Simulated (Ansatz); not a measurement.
Basis sets compared for the cluster Li14⁺. The state is a doublet with charge 1. Geometry PBE/def2-SVP. Ansatz on 4 threads of Intel Xeon 6975P-C on a shared host; times are rough, and most runs start from earlier orbitals.

```xyz
14

Li    0.983    0.641    3.619
Li   -3.218   -0.101   -3.134
Li   -0.253   -1.078   -3.556
Li    0.578   -2.392    2.834
Li    1.704    0.279   -1.421
Li   -1.749   -0.215    1.999
Li   -0.279    2.151    0.558
Li   -0.908    1.844   -2.653
Li    0.859   -0.279    1.124
Li    0.702   -2.528   -0.452
Li   -1.256   -0.269   -1.001
Li    3.224   -1.472    1.374
Li   -3.245    1.746   -0.575
Li    2.857    1.672    1.284
```

Another isomer (doublet) lies 0.07 eV lower at PBE0/def2-TZVP; other spin states weren't run for this one.

| level | functions | energy (Eh) | HOMO (eV) | LUMO (eV) | wall time |
| --- | --- | --- | --- | --- | --- |
| PBE/def2-SVP | 126 | -104.7723 | -5.48 | -5.07 | 3.2 s |
| PBE0/def2-SVP | 126 | -104.8277 | -5.89 | -4.55 | 7.5 s |

Task: Estimate the rows for PBE/def2-TZVP (with forces), PBE0/def2-TZVP.

Result: 
```tsv
level	functions	energy (Eh)	HOMO (eV)	LUMO (eV)	wall time
PBE/def2-TZVP (with forces)	196	-104.8613	-5.55	-5.13	3.9 s
PBE0/def2-TZVP	196	-104.9158	-5.96	-4.63	6 s
```
